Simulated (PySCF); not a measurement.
# W⁴⁶⁺: ionisation energy

W⁴⁶⁺ [Ar] 3d10 (1S) → W⁴⁷⁺ [Ar] 3d9 (2D), as a difference of total energies. All numbers are calculated (PySCF 2.14, the spin-free X2C one-electron Hamiltonian (Gaussian nucleus), in an even-tempered Gaussian basis (18 s from 10 bohr⁻², ratio 2.5; 13 p from 13 bohr⁻², ratio 2.5; 8 d from 13 bohr⁻², ratio 2.5; 4 f from 56 bohr⁻², ratio 2.7; 3 g from 84 bohr⁻², ratio 2.7)). Correlated levels: outer shells: [Ne] frozen; virtual orbitals above 40 to 60 times the deepest correlated orbital energy dropped. The calculations carry no spin-orbit coupling.

```json
{"method": "UHF", "ionisation energy (eV)": "4080.7"}
{"method": "LDA", "ionisation energy (eV)": "4078.0"}
{"method": "PBE", "ionisation energy (eV)": "4077.3"}
{"method": "PBE0", "ionisation energy (eV)": "4078.7"}
{"method": "r2SCAN", "ionisation energy (eV)": "4079.3"}
{"method": "M06", "ionisation energy (eV)": "4080.4"}
{"method": "B3LYP", "ionisation energy (eV)": "4078.5"}
{"method": "MP2 (outer shells)", "ionisation energy (eV)": "4082.4"}
{"method": "SCS-MP2 (outer shells)", "ionisation energy (eV)": "4082.1"}
```

A first-order spin-orbit estimate (lowest level to lowest level, LS coupling) adds -26.587 eV.

Breit and QED terms and the two-electron picture change are absent.

For comparison: 4057 ± 3 eV (measured; NIST Atomic Spectra Database, ionization energies).
